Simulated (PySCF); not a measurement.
Planning a shielding job on `C[NH][AlH2-][S+](C)C`.

Method: GIAO PBE0/pcSseg-1 NMR shielding, non-relativistic, gas phase (PySCF 2.14.0, density-fitted response routines). Geometry: GFN2-xTB, MD frame at 425 fs, 300 K. Work: shieldings, density fitting. A driver script takes a list of jobs; this job's settings line and coordinates (Å) are shown.

Command:
```bash
OMP_NUM_THREADS=1 python probes_run.py task.json out
```

Input:
```
{"job": {"kind": "nmr", "xc": "PBE0", "basis": "pcSseg-1", "pop": false}, "charge": 0, "multiplicity": 1}
C      3.212000    -1.452900     1.252400
N      2.084100    -0.771700     0.665700
Al     0.624500    -1.577900     0.190600
S     -0.522000    -0.056700    -1.732600
C     -2.072400    -0.704500    -1.317300
C     -0.536400     1.568300    -0.859500
H      3.124000    -2.516900     0.883900
H      3.143200    -1.443500     2.361300
H      4.172000    -1.033400     1.015800
H      2.329200     0.206800     0.350800
H      0.939000    -2.694400    -0.878800
H     -0.530600    -1.657300     1.185200
H     -2.284900    -1.494200    -2.066600
H     -2.779300     0.155800    -1.307200
H     -2.013300    -1.113000    -0.281700
H     -1.262800     2.223700    -1.370300
H      0.444600     1.910800    -1.063900
H     -0.871400     1.339500     0.179400
```

Hardware: one thread, Arm Neoverse V1 (aarch64) (shared host). PySCF's memory limit was set to 1200 MB.

The basis has 176 functions.

Problem. How long does the run take?

Solution. About 23 s. The SCF took 13 cycles.

Problem. Estimate the peak memory.

Solution. About 0.82 GiB. Peak memory is the resident size of the whole Python process, interpreter and libraries included.

Problem. At this speed, how long would 5000 such jobs take on 32 cores, one job a core?

Solution. 5000/32 gives 157 rounds of 23 s, about 60 min of wall time and 32 core-hours, if the jobs don't slow each other.

The SCF part of the output:
```
coarse grid: 15008 points
cycle   1  E = -816.2727084408  dE =  2.255e-01  |g| = 5.077e-01  |ddm| = 3.590e+00
cycle   2  E = -816.2213897727  dE =  5.132e-02  |g| = 7.090e-01  |ddm| = 1.535e+00
cycle   3  E = -816.3356440128  dE = -1.143e-01  |g| = 6.984e-02  |ddm| = 1.016e+00
cycle   4  E = -816.3366949034  dE = -1.051e-03  |g| = 2.025e-02  |ddm| = 8.434e-02
cycle   5  E = -816.3367830402  dE = -8.814e-05  |g| = 7.073e-03  |ddm| = 2.023e-02
cycle   6  E = -816.3367951663  dE = -1.213e-05  |g| = 1.329e-03  |ddm| = 7.178e-03
cycle   7  E = -816.3367956148  dE = -4.486e-07  |g| = 2.745e-04  |ddm| = 1.783e-03
final grid: 132720 points
cycle   8  E = -816.3721013451  dE = -2.762e-05  |g| = 8.773e-03  |ddm| = 2.396e-02
cycle   9  E = -816.3720897616  dE =  1.158e-05  |g| = 1.124e-02  |ddm| = 1.773e-02
cycle  10  E = -816.3721199190  dE = -3.016e-05  |g| = 8.487e-04  |ddm| = 1.043e-02
cycle  11  E = -816.3721200674  dE = -1.484e-07  |g| = 2.102e-04  |ddm| = 9.495e-04
cycle  12  E = -816.3721200764  dE = -9.021e-09  |g| = 5.419e-05  |ddm| = 2.344e-04
cycle  13  E = -816.3721200772  dE = -7.742e-10  |g| = 1.437e-05  |ddm| = 8.562e-05
converged SCF energy = -816.3721200772
```

On the final grid dE counts from the start density on that grid.

Times come from a shared host and carry two figures at best.
